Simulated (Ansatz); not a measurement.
Cost and result for the atomization energy of `O[SiH2]/C=C\[SiH](O)F` (14 atoms, 13 bonds).

Z-matrix (Å, degrees):
```
Si
C 1 1.860
O 1 1.655 2 111.3
H 1 1.488 2 109.3 3 -122.9
H 1 1.483 2 109.7 3 116.9
C 2 1.339 1 126.6 3 3.9
H 2 1.093 1 115.7 3 -175.6
H 3 0.962 1 116.7 2 -76.6
Si 6 1.864 2 128.3 1 0.8
H 6 1.093 2 117.3 1 -179.4
O 9 1.626 6 115.2 2 -62.5
F 9 1.613 6 107.3 2 59.5
H 9 1.476 6 110.4 2 176.2
H 11 0.964 9 114.1 6 59.1
```

The species carries charge 0 and has multiplicity 1. The structure was optimised at the PBE0-D4/def2-TZVP level. It is one conformer, not always the lowest. Program: Ansatz. All runs use 2 threads of an AMD EPYC 7R13 on a shared host and a share of an NVIDIA H100 80 GB. Times are those of one run each, without the atoms' runs, and a repeat can differ threefold. Electronic energies, without spin–orbit coupling; frozen cores. CCSD(T)/CBS adds CCSD(T) − MP2 in def2-TZVPP to the MP2 limit, and its time is that of the two runs behind it. T1 = 0.012; the RHF reference is unstable towards UHF. B3LYP takes the VWN-RPA correlation (the form of Gaussian; ORCA's B3LYP/G).

CCSD(T)/CBS is a level of theory with its own doubt, some kJ/mol a heavy atom from the limit and from the frozen cores, so smaller differences don't rank the functionals.

| level | functions | wall time | atomization (kcal/mol) | difference from CCSD(T)/CBS | per bond |
| --- | --- | --- | --- | --- | --- |
| PBE-D4/def2-TZVPP (with forces) | 337 | 4.5 s | 1343.6 | 10.8 | 0.8 |
| PBE0-D4/def2-TZVPP | 337 | 5 s | 1318.4 | -14.4 | -1.1 |
| B3LYP-D4/def2-TZVPP (with forces) | 337 | 5.5 s | 1323.6 | -9.2 | -0.7 |
| ωB97X-V/def2-TZVPP | 337 | 7 s | 1330.4 | -2.4 | -0.2 |
| r2SCAN-D4/def2-TZVPP (with forces) | 337 | 8 s | 1329.8 | -3.0 | -0.2 |
| B2PLYP/def2-TZVPP | 337 | 8.5 s | 1312.3 | -20.5 | -1.6 |
| ωB97M-V/def2-TZVPP (with forces) | 337 | 9.5 s | 1331.4 | -1.4 | -0.1 |
| MP2/def2-QZVPP | 635 | 12 s | 1347.7 | 14.9 | 1.1 |
| CCSD(T)/def2-TZVPP | 337 | 21 s | 1294.7 | -38.1 | -2.9 |
| CCSD(T)/CBS(def2) | – | 32 s | 1332.8 | 0.0 | 0.0 |

In def2-TZVPP, CCSD(T) changes the Hartree–Fock value by +323.6 kcal/mol (the triples alone add +20.2 kcal/mol) and MP2 by +353.7 kcal/mol; breaking electron pairs costs correlation energy, which Hartree–Fock lacks. The D4 term adds +14.7 kcal/mol with B3LYP and +7.8 kcal/mol with PBE0; it sums over pairs of atoms, weighted by their polarisabilities, and B3LYP, whose exchange is more repulsive, gets the larger term. From PBE to PBE0 (25 % exact exchange), in def2-TZVPP and without D4, the atomization energy moves by −23.9 kcal/mol: exact exchange takes away binding that semilocal exchange gives to molecules.
